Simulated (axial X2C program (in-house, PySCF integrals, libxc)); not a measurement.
# KCl⁺: cheaper levels and CCSD(T), with spin–orbit coupling

Computed with an in-house all-electron X2C program for linear molecules (integrals from PySCF). Two-component (2c) means X2C with spin–orbit coupling and atomic mean-field two-electron Coulomb and Gaunt terms. Basis: K dyall-cv3z [11s12p6d3f], Cl dyall-av3z [9s8p3d2f] (cores contracted in-house); Gaussian nuclei, density fitting, unrestricted open shells. Masses: K 38.964 u, Cl 34.969 u.

State: Ω = 3/2 (⟨Sz⟩ = 0.50, ⟨Lz⟩ = 1.00 at HF); fragments K+ + Cl.

```tsv
level	Re (Å)	ωe (cm⁻¹)	De (eV)
PBE0	3.250	99.3	0.150
HF	3.388	85.1	n/a
MP2	3.243	102.2	0.205
CCSD	3.271	98.9	0.218
TPSSh	3.282	92.5	0.062
```

Correlated methods: 15 electrons correlated (number of frozen shells: K 2 s, 1 p; Cl 2 s, 1 p), 237 virtual spin orbitals or spinors in MP2, 90 natural virtuals in coupled cluster.

CCSD(T), same Hamiltonian and basis:

Re = 3.260 Å, ωe = 100.4 cm⁻¹, De = 0.20 eV; T1 = 0.003 (Lee–Taylor normalisation).

Q: Give the differences from CCSD(T) in the columns below.

A: 

```
level  ΔRe (Å)  Δωe (cm⁻¹)
 PBE0   -0.010        -1.1
   HF    0.128       -15.3
  MP2   -0.017         1.8
 CCSD    0.011        -1.5
TPSSh    0.022        -7.9
```

The state is a single determinant with fixed occupations, the lowest that a limited PBE0 search found. De is counted from the lowest determinant-based energies of the atoms at the same level, without counterpoise correction. Density functionals use the spin component along the axis (collinear). Coupled cluster ran in a truncated set of natural virtual spinors; the MP2 energy of the rest was added. (T) has no such correction and the atoms are truncated less, which lowers De at CCSD(T) by a hundredth of an eV or more. The 2c atoms are single determinants rather than J levels; their spin–orbit lowering is only partly caught, and De is too large by that part. This holds for PBE0, TPSSh. Other states lie close and PBE0, whose exact exchange favours high spin, may order them wrongly; the determinant shown need not be the ground state. The nearest other 2c determinant of the search, Ω = 1/2, lies 0.07 eV up at the distance of the search. The functionals have no current-density term, which raises determinants with orbital currents, atoms included. The atomic limit has a lower orbital projection than the molecule and lies lower at mean-field level, so De may be about a tenth of an eV too small. The bond is weak, and without diffuse functions and with truncated virtuals even CCSD(T) can be tens of per cent off in De.
